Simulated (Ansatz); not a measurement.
Program: Ansatz. Geometries: PBE0-D4/def2-TZVP. ΔE: electronic, gas phase. CBS: MP2 limit from def2 TZ/QZ plus the TZ coupled-cluster correction, frozen cores. This one scheme is used for every species. DFT in def2-TZVPP. B3LYP here is the variant with VWN-RPA as its local correlation; programs differ in this. For Br, Ge outer-core shells are correlated without core-valence functions, which leaves a few kJ/mol of doubt a bond. Scalar relativity is left out up to krypton. Each species was taken in one conformer, which may not be the lowest.

Reaction (formal exchange of groups at the Si–C bond): `C=C[SiH2]Br` + `[Cl][GeH3]` → `[Cl][GeH2][SiH2]Br` + ethylene

```
             level  ΔE (eV)
          BHLYP-D4    -0.09
      CAM-B3LYP-D4    -0.06
            B2PLYP    -0.06
              PBE0    -0.12
             B3LYP    -0.08
RPA@PBE/def2-TZVPP    -0.06
       HF/def2-SVP     0.04
     CCSD/def2-SVP    -0.03
```

(1) What does CCSD(T)/CBS give? (Best estimate.)

Largest T1 diagnostic among the species: 0.011.

## Answers

(1) The calculation gave: -0.09 eV. The listed levels differ from it by 0.00, 0.03, 0.03, -0.03, 0.01, 0.03, 0.13, 0.06 eV.

From BLYP to BHLYP (50 % exact exchange), in def2-TZVPP and without D4, ΔE moves by +0.07 eV. In def2-TZVPP, CCSD(T) changes the Hartree–Fock value by −0.08 eV (the triples alone add −0.00 eV) and MP2 by −0.04 eV. Leaving LDA and LC-ωPBE aside and taking each functional with its dispersion term where it has one, the values, not all of them listed here, spread over 0.11 eV, from PBE-D4 to B97M-V. LDA lies +0.04 eV from PBE without D4.
